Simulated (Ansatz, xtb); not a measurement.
# Relative energy of two isomers of H10NPSi3

Structure X is `[SiH3]N([SiH3])[SiH2]P`, a singlet and structure Y is `[SiH3]N[SiH2]P[SiH3]`, a singlet. Both are isolated molecules in the gas phase, relaxed with B3LYP-D3(BJ)/def2-SVP; each stands in its lowest conformer found.

X (Å):

```yaml
atoms:
  - { symbol: N, position_ang: [1.0083, -0.4716, 0.3480] }
  - { symbol: P, position_ang: [1.1834, 2.6849, -0.5778] }
  - { symbol: Si, position_ang: [-0.4647, -1.3783, 0.6660] }
  - { symbol: Si, position_ang: [2.3117, -0.4576, 1.5320] }
  - { symbol: Si, position_ang: [1.1407, 0.4768, -1.1253] }
  - { symbol: H, position_ang: [-0.6360, -2.5139, -0.2862] }
  - { symbol: H, position_ang: [-0.3690, -1.9143, 2.0544] }
  - { symbol: H, position_ang: [-1.6659, -0.4994, 0.5599] }
  - { symbol: H, position_ang: [3.4632, 0.2657, 0.9236] }
  - { symbol: H, position_ang: [1.9087, 0.2336, 2.7910] }
  - { symbol: H, position_ang: [2.7237, -1.8488, 1.8780] }
  - { symbol: H, position_ang: [2.4052, 0.1767, -1.8577] }
  - { symbol: H, position_ang: [-0.0215, 0.1057, -1.9852] }
  - { symbol: H, position_ang: [1.0971, 3.1288, -1.9351] }
  - { symbol: H, position_ang: [-0.2280, 2.7488, -0.3602] }
```

Y (Å):

```yaml
atoms:
  - { symbol: N, position_ang: [0.7003, 1.3337, 1.3828] }
  - { symbol: P, position_ang: [-0.2777, 0.0567, -1.5288] }
  - { symbol: Si, position_ang: [-0.7572, 2.0684, 2.0076] }
  - { symbol: Si, position_ang: [0.8372, -0.1308, 0.4486] }
  - { symbol: Si, position_ang: [0.3307, -1.9550, -2.3907] }
  - { symbol: H, position_ang: [-1.8172, 1.0236, 1.9566] }
  - { symbol: H, position_ang: [-1.2059, 3.2525, 1.2140] }
  - { symbol: H, position_ang: [-0.5556, 2.5214, 3.4159] }
  - { symbol: H, position_ang: [1.5553, 1.8814, 1.4518] }
  - { symbol: H, position_ang: [0.1991, -1.2817, 1.1518] }
  - { symbol: H, position_ang: [2.2920, -0.4005, 0.2611] }
  - { symbol: H, position_ang: [0.7517, 0.7997, -2.1868] }
  - { symbol: H, position_ang: [-0.5324, -2.9951, -1.7622] }
  - { symbol: H, position_ang: [1.7606, -2.3106, -2.1433] }
  - { symbol: H, position_ang: [0.0875, -1.9376, -3.8613] }
```

Q: Estimate E(Y) − E(X) at the level CCSD(T)/def2-SVP + ΔMP2/def2-TZVPP.

A: Calculated at CCSD(T)/def2-SVP + ΔMP2/def2-TZVPP: E(Y) − E(X) = +7.8 kcal/mol, so structure X lies lower.

Level by level:

```tsv
level	geometry	E(Y) − E(X) (kcal/mol)	departure from the last row (kcal/mol)	job, with rough time for the two
GFN2-xTB	GFN2-xTB	+10.0	+2.2	optimisation, 0.48 s
HF/STO-3G	GFN2-xTB	+4.9	−2.9	single point, 0.44 s
r2SCAN-D4/def2-SVP	GFN2-xTB	+4.5	−3.3	single point, 4.5 s
B3LYP-D3(BJ)/def2-SVP	B3LYP-D3(BJ)/def2-SVP	+6.4	−1.4	optimisation, 3.2 min
HF/def2-SVP	B3LYP-D3(BJ)/def2-SVP	+8.0	+0.2	part of the CCSD(T) run
MP2/def2-SVP	B3LYP-D3(BJ)/def2-SVP	+8.2	+0.4	part of the CCSD(T) run
CCSD(T)/def2-SVP	B3LYP-D3(BJ)/def2-SVP	+8.3	+0.5	single point
CCSD(T)/def2-SVP + ΔMP2/def2-TZVPP	B3LYP-D3(BJ)/def2-SVP	+7.8		single point, 40 s
```

As drawn, Y has 1 P–Si, 1 N–H in place of 1 N–Si, 1 P–H.

None of the levels shown reverses the order. The largest departure from CCSD(T)/def2-SVP + ΔMP2/def2-TZVPP is that of r2SCAN-D4/def2-SVP, 3.3 kcal/mol. A small imaginary or near-zero mode remains, so no thermal terms are given. The last row adds to CCSD(T) the change of the MP2 difference between the two basis sets, here −0.5 kcal/mol.

The correlated steps freeze 21 core orbitals. Run with Ansatz 0.2.0, xtb 6.7.1; the last row on 4 threads of Arm Neoverse V1 on a shared host.
